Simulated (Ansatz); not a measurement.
Si(iPr)H3 (C₃H₁₀Si), 14 atoms. Hardware: 2 threads of AMD EPYC 9R45 on a shared host.

Correlated methods freeze 8 core orbitals.

**Question.** How many basis functions does each of these Ansatz runs have, and roughly what does it cost? CCSD(T)/def2-TZVP, charge 0 singlet, energy, from earlier orbitals; PBE-D4/def2-SVP, charge 0 singlet, energy, from earlier orbitals; PBE0-D4/def2-SVP, charge 0 singlet, energy with a search over starts; HF/STO-3G, charge 0 singlet, energy; PBE-QIDH/def2-TZVP, charge 0 singlet, energy, from earlier orbitals; PBE0-D4/def2-TZVP, charge 0 singlet, energy, from earlier orbitals; RPA@PBE/def2-TZVP, charge 0 singlet, energy, from earlier orbitals; r2SCAN-D4/def2-TZVP, charge 0 singlet, energy, from earlier orbitals; revPBE-D4/def2-TZVP, charge 0 singlet, energy, from earlier orbitals; PBE0-D4/def2-SVP, charge 0 singlet, relaxation, 4 steps; PBE0-D4/def2-SVP, charge 0 singlet, energy, from earlier orbitals; PBE-D4/def2-TZVP, charge 0 singlet, energy and forces, from earlier orbitals.

**Answer.** Other jobs shared the machine, so times can vary by a factor of up to 3. A dash marks memory too small to be measured apart from the calling script's.

| run | functions | fitting or Cholesky vectors | wall time | peak host memory (GiB) |
| --- | --- | --- | --- | --- |
| HF/STO-3G, charge 0 singlet, energy | 34 | 449 | 0.1 s | – |
| PBE-D4/def2-SVP, charge 0 singlet, energy, from earlier orbitals | 110 | 1250 | 0.7 s | – |
| PBE0-D4/def2-SVP, charge 0 singlet, energy, from earlier orbitals | 110 | 1250 | 0.8 s | – |
| PBE0-D4/def2-SVP, charge 0 singlet, energy with a search over starts | 110 | 1250 | 1.1 s | – |
| revPBE-D4/def2-TZVP, charge 0 singlet, energy, from earlier orbitals | 190 | 1232 | 1.1 s | – |
| PBE-D4/def2-TZVP, charge 0 singlet, energy and forces, from earlier orbitals | 190 | 1232 | 1.5 s | – |
| PBE0-D4/def2-TZVP, charge 0 singlet, energy, from earlier orbitals | 190 | 1248 | 1.6 s | – |
| r2SCAN-D4/def2-TZVP, charge 0 singlet, energy, from earlier orbitals | 190 | 1232 | 2 s | – |
| RPA@PBE/def2-TZVP, charge 0 singlet, energy, from earlier orbitals | 190 | 1306 | 2.6 s | – |
| PBE-QIDH/def2-TZVP, charge 0 singlet, energy, from earlier orbitals | 190 | 1306 | 2.7 s | – |
| PBE0-D4/def2-SVP, charge 0 singlet, relaxation, 4 steps | 110 | 1219 | 4.3 s | – |
| CCSD(T)/def2-TZVP, charge 0 singlet, energy, from earlier orbitals | 190 | 1306 | 22 s | 2.2 |
